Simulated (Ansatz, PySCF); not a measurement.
Process, species as SMILES: [NH][SiH2][SiH2]N -> [NH-][SiH2][SiH2]N (an electron is taken up)
Structures are relaxed separately at B3LYP-D3(BJ)/def2-TZVP in Ansatz (a quantum-chemistry and plane-wave program), one conformer each, not searched for the lowest. Frequencies are from Ansatz or PySCF.

Wanted: adiabatic electron affinity (0 K, with B3LYP-D3(BJ) harmonic zero-point energies), positive where the reaction releases energy, in eV. Correlated levels leave the core frozen unless marked. UHF or UKS for open shells. Spin-orbit coupling is left out. Non-relativistic unless marked X2C. Anions need diffuse functions: aug- sets have them; def2-D sets add few; the other sets have none. CBS marks a two-point X^-3 extrapolation of the correlation energy; Hartree-Fock from the larger set. [CCSD(T)-MP2]/basis is that difference in the basis named.

```json
[
 {"level": "BLYP/def2-TZVPD", "program": "Ansatz", "adiabatic electron affinity (eV)": "1.97"},
 {"level": "r2SCAN-D3(BJ)/def2-TZVPD", "program": "Ansatz + dftd3", "adiabatic electron affinity (eV)": "2.02"},
 {"level": "B97M-V/def2-TZVPD", "program": "Ansatz", "adiabatic electron affinity (eV)": "[?]"},
 {"level": "B3LYP-D3(BJ)/def2-TZVPD", "program": "Ansatz + dftd3", "adiabatic electron affinity (eV)": "2.13"},
 {"level": "PBE0/STO-3G", "program": "Ansatz", "adiabatic electron affinity (eV)": "-3.56"},
 {"level": "PBE0-D3(BJ)/def2-TZVP", "program": "Ansatz + dftd3", "adiabatic electron affinity (eV)": "[?]"},
 {"level": "PBE0/def2-TZVPD", "program": "Ansatz", "adiabatic electron affinity (eV)": "[?]"},
 {"level": "PBE0/def2-QZVPP", "program": "Ansatz", "adiabatic electron affinity (eV)": "[?]"},
 {"level": "r2SCANh/def2-TZVPD", "program": "Ansatz", "adiabatic electron affinity (eV)": "2.00"},
 {"level": "B2GP-PLYP-D4/def2-TZVPD", "program": "Ansatz + dftd4", "adiabatic electron affinity (eV)": "2.21"},
 {"level": "B2GP-PLYP/def2-TZVPD", "program": "Ansatz", "adiabatic electron affinity (eV)": "2.19"},
 {"level": "B2PLYP-D4/def2-TZVPD", "program": "Ansatz + dftd4", "adiabatic electron affinity (eV)": "2.21"},
 {"level": "CCSD/6-31G", "program": "Ansatz", "adiabatic electron affinity (eV)": "0.94"},
 {"level": "CCSD/aug-cc-pV(D+d)Z", "program": "Ansatz", "adiabatic electron affinity (eV)": "2.01"},
 {"level": "X2C-CCSD(T)/cc-pVTZ-DK", "program": "Ansatz", "adiabatic electron affinity (eV)": "2.01"},
 {"level": "RI-MP2/CBS(aug-cc-pV(T+d)Z,aug-cc-pV(Q+d)Z)+[CCSD(T)-MP2]/aug-cc-pV(T+d)Z", "program": "Ansatz", "adiabatic electron affinity (eV)": "2.37"}
]
```

Question: What belongs in the gaps?

Answer: 
- B97M-V/def2-TZVPD, adiabatic electron affinity (eV): 2.18
- PBE0-D3(BJ)/def2-TZVP, adiabatic electron affinity (eV): 1.99
- PBE0/def2-TZVPD, adiabatic electron affinity (eV): 2.07
- PBE0/def2-QZVPP, adiabatic electron affinity (eV): 2.06
